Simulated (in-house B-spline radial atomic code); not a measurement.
Radial electron density of Xe, [Kr] 4d10 5s2 5p6. Computed with a B-spline radial code for spherical atoms: non-relativistic B3LYP, spin-polarised, spherical fractional occupations, exact exchange averaged over the configuration, point nucleus.

Columns: r (bohr), 4πr²n(r) (electrons per bohr), bar.

```
 0.00133    2.142 #
 0.00164    3.149 ##
 0.00203    4.626 ##
 0.00251    6.716 ###
 0.00311    9.664 #####
 0.00385    13.67 #######
 0.00476    18.95 #########
 0.00589    25.69 #############
 0.00728    33.81 #################
 0.00901    43.04 #####################
  0.0111     52.3 ##########################
  0.0138    60.86 ##############################
  0.0171    66.51 #################################
  0.0211    68.09 ##################################
  0.0261    65.76 #################################
  0.0323    61.73 ###############################
    0.04    60.23 ##############################
  0.0494    65.11 ################################
  0.0612    76.26 ######################################
  0.0757    87.09 ###########################################
  0.0936     88.8 ############################################
   0.116    79.05 #######################################
   0.143    67.85 ##################################
   0.177    67.01 #################################
   0.219    74.56 #####################################
   0.271    72.86 ####################################
   0.336    53.09 ##########################
   0.415    31.53 ################
   0.514    25.32 #############
   0.635    29.37 ###############
   0.786    27.67 ##############
   0.972    18.21 #########
     1.2    9.803 #####
    1.49    6.254 ###
    1.84    5.211 ###
    2.28    3.912 ##
    2.82    2.247 #
    3.49   0.9568 
    4.31   0.3019 
    5.33  0.06636 
     6.6 0.009347 
    8.16 0.0007987
```

On this grid the curve has 4 maxima, near 0.0211, 0.0936, 0.219, 0.635 bohr.

The 5p down radial function P(r) = rR(r), positive near the nucleus:

```json
{"r (bohr)": "0.00203", "P": "0.000978"}
{"r (bohr)": "0.00311", "P": "0.002229"}
{"r (bohr)": "0.00476", "P": "0.004993"}
{"r (bohr)": "0.00728", "P": "0.0109"}
{"r (bohr)": "0.0111", "P": "0.02283"}
{"r (bohr)": "0.0171", "P": "0.04591"}
{"r (bohr)": "0.0261", "P": "0.08305"}
{"r (bohr)": "0.04", "P": "0.1301"}
{"r (bohr)": "0.0612", "P": "0.1554"}
{"r (bohr)": "0.0936", "P": "0.09512"}
{"r (bohr)": "0.143", "P": "-0.08261"}
{"r (bohr)": "0.219", "P": "-0.2292"}
{"r (bohr)": "0.336", "P": "-0.05799"}
{"r (bohr)": "0.514", "P": "0.3065"}
{"r (bohr)": "0.786", "P": "0.2232"}
{"r (bohr)": "1.2", "P": "-0.3675"}
{"r (bohr)": "1.84", "P": "-0.7371"}
{"r (bohr)": "2.82", "P": "-0.5546"}
{"r (bohr)": "4.31", "P": "-0.2161"}
{"r (bohr)": "6.6", "P": "-0.03916"}
```
